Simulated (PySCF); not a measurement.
# Dipole response of Si²⁺ (silicon, charge +2)

[Ne] 3s2, closed-shell 1S. Calculation: PySCF 2.14, in aug-cc-pwCVQZ; the non-relativistic Hamiltonian (point nucleus). Coupled (time-dependent) response in atomic units; α is the mean over directions.

| method | mean α (bohr³) | C₆ (like pair) | S(−4) |
| --- | --- | --- | --- |
| UHF | 12.60 | 45.07 | 92.25 |
| PBE | 11.69 | 40.12 | 80.78 |
| PBE0 | 11.95 | 41.47 | 84.08 |
| M06-2X | 11.12 | 36.85 | 74.54 |

S(−4) is the Cauchy moment in α(ω) = α(0) + S(−4) ω² + …

α(iu) at PBE:

| u (hartree) | α(iu) (bohr³) |
| --- | --- |
| 0 | 11.69 |
| 0.0500 | 11.49 |
| 0.100 | 10.94 |
| 0.200 | 9.172 |
| 0.300 | 7.248 |
| 0.500 | 4.391 |
| 0.750 | 2.548 |
| 1.00 | 1.654 |
| 1.50 | 0.8880 |
| 2.00 | 0.5804 |
| 3.00 | 0.3324 |
| 5.00 | 0.1717 |

For an ion, C₆ is the dispersion term alone; charge-induced terms of lower order in 1/R come first.
